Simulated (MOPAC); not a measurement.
MOPAC input (PM3):

```
PM3 FORCE THERMO(298,298) PRECISE LET GEO-OK AUX(PRECISION=9) THREADS=1
C4H3BrO

Br    1.49650947 1   -0.27778139 1   -0.00239402 1
C    -0.29665796 1    0.16276343 1   -0.00961981 1
C    -0.93649103 1    1.36631043 1   -0.11027339 1
C    -2.34470187 1    1.05459175 1   -0.05430290 1
C    -2.43952783 1   -0.31061499 1    0.07545976 1
O    -1.18336172 1   -0.88034856 1    0.10499680 1
H    -0.50046428 1    2.35597545 1   -0.21131844 1
H    -3.15579236 1    1.77496872 1   -0.10641536 1
H    -3.26715641 1   -1.00882886 1    0.15662672 1
```

Output:

```
 *******************************************************************************
 **                                                                           **
 **                              MOPAC v23.2.5                                **
 **                                                                           **
 *******************************************************************************
 ** MOPAC's Digital Object Identifier: https://doi.org/10.5281/zenodo.6511958 **
 **                                                                           **
 ** Please cite the open-source release paper for use of this MOPAC version:  **
 ** J. E. Moussa and J. J. P. Stewart (2026)                                  **
 ** MOPAC: An open-source semiempirical molecular orbital program             **
 ** J. Open Source Softw., 11(119), 8025, https://doi.org/10.21105/joss.08025 **
 *******************************************************************************

                              PM3 CALCULATION RESULTS

 *******************************************************************************
 *  PM3        - The PM3 Hamiltonian to be used
 *  GEO-OK     - OVERRIDE INTERATOMIC DISTANCE AND OTHER SAFETY CHECKS
 *  LET        - OVERRIDE SOME SAFETY CHECKS
 *  PRECISE    - TIGHTER CRITERIA TO BE USED
 *  FORCE      - FORCE CALCULATION SPECIFIED
 *  AUX        - OUTPUT AUXILIARY INFORMATION
 *  THERMO     - THERMODYNAMIC QUANTITIES TO BE CALCULATED
 *******************************************************************************
PM3 FORCE THERMO(298,298) PRECISE LET GEO-OK AUX(PRECISION=9) THREADS=1
 C4H3BrO

   ATOM   CHEMICAL          X               Y               Z
  NUMBER   SYMBOL      (ANGSTROMS)     (ANGSTROMS)     (ANGSTROMS)

     1      Br          1.49650947  *  -0.27778139  *  -0.00239402  *
     2       C         -0.29665796  *   0.16276343  *  -0.00961981  *
     3       C         -0.93649103  *   1.36631043  *  -0.11027339  *
     4       C         -2.34470187  *   1.05459175  *  -0.05430290  *
     5       C         -2.43952783  *  -0.31061499  *   0.07545976  *
     6       O         -1.18336172  *  -0.88034856  *   0.10499680  *
     7       H         -0.50046428  *   2.35597545  *  -0.21131844  *
     8       H         -3.15579236  *   1.77496872  *  -0.10641536  *
     9       H         -3.26715641  *  -1.00882886  *   0.15662672  *

          CARTESIAN COORDINATES

    NO.       ATOM           X           Y           Z

     1        Br          1.4965     -0.2778     -0.0024
     2         C         -0.2967      0.1628     -0.0096
     3         C         -0.9365      1.3663     -0.1103
     4         C         -2.3447      1.0546     -0.0543
     5         C         -2.4395     -0.3106      0.0755
     6         O         -1.1834     -0.8803      0.1050
     7         H         -0.5005      2.3560     -0.2113
     8         H         -3.1558      1.7750     -0.1064
     9         H         -3.2672     -1.0088      0.1566

  H: (PM3): J. J. P. STEWART, J. COMP. CHEM. 10, 209 (1989).
  C: (PM3): J. J. P. STEWART, J. COMP. CHEM. 10, 209 (1989).
  O: (PM3): J. J. P. STEWART, J. COMP. CHEM. 10, 209 (1989).
 Br: (PM3): J. J. P. STEWART, J. COMP. CHEM. 10, 209 (1989).

           Empirical Formula: C4 H3 O Br  =     9 atoms
[...]
 FORCE CONSTANT      3.1763

 VIBRATION         17   11A'         ATOM PAIR     ENERGY CONTRIBUTION    RADIAL
 FREQUENCY          1629.16         C 4 -- C 5         +24.6% ( 92.4%)     99.9%
 TRANSITION DIPOLE   0.9313         C 2 -- C 5         +12.0% ( 64.6%)     72.6%
 TRAVEL (Ang.)       0.1082         C 2 -- C 4         +10.4% ( 60.0%)     51.7%
 REDUCED MASS        3.5343         C 3 -- C 5          +9.8% ( 58.3%)     61.8%
 EFFECTIVE MASS     12.1431
 FORCE CONSTANT      5.5269

 VIBRATION         18   12A'         ATOM PAIR     ENERGY CONTRIBUTION    RADIAL
 FREQUENCY          1724.24         C 2 -- C 3         +25.5% ( 88.4%)     99.8%
 TRANSITION DIPOLE   0.9813         C 2 -- C 4         +11.0% ( 58.1%)     99.9%
 TRAVEL (Ang.)       0.1013         C 3 -- C 4         +10.3% ( 56.3%)      0.0%
 REDUCED MASS        3.8121         C 2 -- C 5          +9.8% ( 54.9%)      6.1%
 EFFECTIVE MASS     11.9003
 FORCE CONSTANT      6.6775

 VIBRATION         19   13A'         ATOM PAIR     ENERGY CONTRIBUTION    RADIAL
 FREQUENCY          3126.61         C 5 -- H 9         +89.2% ( 98.1%)    100.0%
 TRANSITION DIPOLE   0.6907         C 4 -- H 8          +3.2% ( 18.5%)     99.4%
 TRAVEL (Ang.)       0.1578         C 2 -- C 5          +1.8% ( 14.1%)     76.0%
 REDUCED MASS        0.8665         C 5 -- O 6          +1.8% ( 14.1%)     16.5%
 EFFECTIVE MASS      1.5837
 FORCE CONSTANT      4.9905

 VIBRATION         20   14A'         ATOM PAIR     ENERGY CONTRIBUTION    RADIAL
 FREQUENCY          3162.29         C 3 -- H 7         +52.1% ( 74.2%)    100.0%
 TRANSITION DIPOLE   0.4449         C 4 -- H 8         +42.1% ( 66.7%)    100.0%
 TRAVEL (Ang.)       0.2143         C 3 -- C 4          +1.6% ( 12.9%)      0.2%
 REDUCED MASS        0.4642         C 2 -- C 3          +1.0% ( 10.2%)     46.6%
 EFFECTIVE MASS      1.5477
 FORCE CONSTANT      2.7348

 VIBRATION         21   15A'         ATOM PAIR     ENERGY CONTRIBUTION    RADIAL
 FREQUENCY          3171.89         C 4 -- H 8         +49.0% ( 72.1%)    100.0%
 TRANSITION DIPOLE   0.6197         C 3 -- H 7         +42.0% ( 66.8%)    100.0%
 TRAVEL (Ang.)       0.2191         C 5 -- H 9          +2.7% ( 17.0%)     99.6%
 REDUCED MASS        0.4427         C 3 -- C 4          +2.0% ( 14.4%)     99.5%
 EFFECTIVE MASS      1.6421
 FORCE CONSTANT      2.6243

      SYMMETRY NUMBER FOR POINT-GROUP Cs  =  1

          SYSTEM IS A GROUND STATE

 C4H3BrO

          MOLECULE IS NOT LINEAR

          THERE ARE 21 GENUINE VIBRATIONS IN THIS SYSTEM
          THIS THERMODYNAMICS CALCULATION IS LIMITED TO
          MOLECULES WHICH HAVE NO INTERNAL ROTATIONS

                    CALCULATED THERMODYNAMIC PROPERTIES
                                          *
   TEMP. (K)   PARTITION FUNCTION   H.O.F.    ENTHALPY  HEAT CAPACITY ENTROPY
                                   KCAL/MOL   CAL/MOLE    CAL/K/MOL  CAL/K/MOL

 298.00  VIB.     0.3834D+01                  1397.3805    11.5359     7.3598
         ROT.     0.2315D+06                   888.2803     2.9808    27.5271
         INT.     0.8874D+06                  2285.6608    14.5168    34.8869
         TRA.     0.1723D+28                  1480.4672     4.9680    40.8636
         TOT.                        9.068    3766.1279    19.4848    75.7504

   *: NOTE: HEATS OF FORMATION ARE RELATIVE TO THE
            ELEMENTS IN THEIR STANDARD STATE AT 298K
              (=  Standard Enthalpy of Formation).

            Hvib:  Zero-point energy is not included.
                   frequencies of less than zero cm-1 are not included.
            Hrot = (3/2)RT
            Htra = (3/2)RT + pV = (5/2)RT

            Heat capacity is Cp, not Cv

          For more information, see: HTTP://OpenMOPAC.net/Manual/thermochemistry.html

           FORCE CONSTANT IN CARTESIAN COORDINATES (Millidynes/A)

    ATOM   CHEMICAL       X               Y               Z
   NUMBER   SYMBOL  FORCE CONSTANT  FORCE CONSTANT  FORCE CONSTANT

      1      Br        3.938769        0.334865        0.096966
      2       C       12.324709       10.188708        1.466595
      3       C        9.656348       15.048721        2.118118
      4       C       12.563736       12.185230        2.121657
      5       C       10.127678       14.670513        1.942965
      6       O        8.143579        8.545575        1.022687
      7       H        0.812934        5.346736        0.343118
      8       H        4.441258        1.730630        0.340173
      9       H        2.152389        3.784501        0.296462

 **********************
 *                    *
 * JOB ENDED NORMALLY *
 *                    *
 **********************

 == MOPAC DONE ==
```
